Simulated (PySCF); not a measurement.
## Electron correlation in Ni (nickel, neutral)

[Ar] 3d7 4s2 5s1, high-spin 5F determinant (an excited configuration). All numbers are calculated (PySCF 2.14, no relativity, point nucleus, in aug-cc-pVDZ (7s6p4d2f, 59 functions)). Frozen: [Ar]; 10 electrons correlated.

```tsv
level	correlation energy (mhartree)
CCSD	-215.17
(T)	-5.95
CCSD(T)	-221.12
```

Diagnostics: T1 = 0.018, D1 = 0.0665, largest double amplitude 0.083.

Task: Is a single reference adequate?

Result: Mostly. T1 lies below 0.03, but a double amplitude of this size points to a near-degeneracy that CCSD handles and MP2 describes poorly.
